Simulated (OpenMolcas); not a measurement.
Re5+ among 4 point charges of -2 e arranged as a square (D4h), 2.37 Å from the ion.

* Program: OpenMolcas
* Method: CASSCF
* Basis: ANO-RCC-VTZP [8s7p5d3f2g1h]
* Scalar Hamiltonian: DKH2, point nucleus
* Active space: 2 electrons in 5 orbitals (5d)
* State averaging: 2S+1 = 3 even, 10 roots; 2S+1 = 1 even, 15 roots
* Spin-orbit coupling: state interaction with AMFI integrals over the reference wave functions

Question: What is the spin-free ground state (labels of D4, the rotations of D4h)?

Answer: 3E, 2-fold in its orbital part, 79 % from free-ion F terms; it has the highest spin that d2 allows.

Question: Where is the first state of the same spin?

Answer: 3A2 at 161 cm-1 above the ground state. The two act as a nearly degenerate pair, with unquenched orbital momentum.

Question: What are the lowest two levels with spin-orbit coupling?

Answer: A 1-fold level A1, then a 2-fold level E 2343 cm-1 above it. Their leading multiplicities are 3 (94 %) and 3 (96 %).

Question: What is χT at 300 K, and how does it compare with the textbook value?

Answer: The lowest level has 2S+1 = 3, for which the spin-only value is χT = S(S+1) / 2 = 1.000 cm3 K/mol (g = 2). The computed 0.040 at 300 K differs by -0.960, through orbital momentum, spin-orbit coupling and any other state in reach.

Spin-orbit coupling mixes the spin-free states strongly: the lowest level takes only 59 % from its leading state, 3E. An orbital doublet at a regular site is open to a Jahn-Teller distortion, which this geometry leaves out. Without dynamic correlation the repulsion within the d shell is too large (B by tens of per cent), so at a given field states of lower spin stand too high. This is an electrostatic model: the charges have no orbitals. No measured value stands beside these numbers.
